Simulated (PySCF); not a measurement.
CH₇AlO₂Si, SMILES [AlH]([O]C)[O][SiH3].

Geometry optimised at PBE0-D3(BJ)/def2-SVP. The structure was generated by enumeration; whether it is a known compound was not checked. The values are those of a single conformer.

These are PySCF with PBE/def2-TZVP values and carry that method's errors.

The total energy is -724.40027 hartree, the highest occupied level comes out as -6.70 eV and the lowest empty level is -1.11 eV. The orbital gap comes out as 5.59 eV and the dipole moment comes out as 0.72 D. The quadrupole, principal values (traceless, Buckingham form, about the centre of nuclear charge) comes out as -5.78, 1.62, 4.16 D·Å and the mean static polarisability comes out as 72.4 bohr³ (10.72 Å³). The polarisability, principal values is 61.8, 73.7, 81.6 bohr³.
